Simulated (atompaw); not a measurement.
## What one change does to a pseudopotential (Se, PAW (atompaw))

- Element: selenium (Se)
- Generator: atompaw 4.2.0.5
- Type: PAW
- Functional: LDA (PW92)
- Relativity: scalar-relativistic
- Frozen core: [Ar] 3d10
- Valence charge: 6
- Reference configuration: 4s2 4p4
- Partial waves: 4s (bound): rc 1.90 bohr; 4s channel at -0.05 Ry: rc 1.90 bohr; 4p (bound): rc 1.90 bohr; 4p channel at 0.65 Ry: rc 1.90 bohr
- Local potential: bessel scheme, radius 1.35 bohr
- Core correction: smooth core density matched at 1.55 bohr
- Augmentation charge: besselshape compensation charge, radius 1.65 bohr; PAW radius 1.90 bohr; waves and projectors: custom rrkj vanderbiltortho

All-electron outer shells of the reference configuration (LDA (PW92), scalar-relativistic, ld1.x):

```csv
shell,level (eV),outermost node (bohr),outermost maximum (bohr)
3p,-152.70,0.21,0.50
3d,-53.39,–,0.45
4s,-17.48,0.70,1.51
4p,-6.66,0.74,1.80
```

Change: all radii scaled by about 1.26 (s 2.40, p 2.40 bohr); local potential bessel scheme, radius 1.70 bohr; augmentation besselshape compensation charge, radius 2.08 bohr; PAW radius 2.40 bohr; waves and projectors: custom rrkj vanderbiltortho; core correction smooth core density matched at 1.96 bohr.

Cutoffs: the cutoffs (Ry, on a coarse ladder) from which the occupation-weighted sum of valence levels, in a spherical-Bessel basis at the reference potential, stays within 10 and 1 mRy of its value at 400 Ry; they do not see the model core or the augmentation charge, which bear on the density cutoff.

Q: What does the change do?

A: The potential gets softer (15 Ry and 21 Ry → 12 Ry and 15 Ry); neither file shows a bound ghost. A larger radius leaves more room for a smooth pseudo-wave, so fewer plane waves are needed.

| quantity | base | changed |
| --- | --- | --- |
| cutoff, loose | 15 Ry | 12 Ry |
| cutoff, tight | 21 Ry | 15 Ry |
| loose cutoff by channel (10 mRy a level) | s 6 Ry, p 10 Ry | s 6 Ry, p 8 Ry |
| bound ghosts | none | none |
| lowest overlap eigenvalue by channel | s 0.37, p 0.65 | s 0.37, p 0.75 |

 The cutoffs see the waves, projectors and local potential, not the compensation charge or the core.
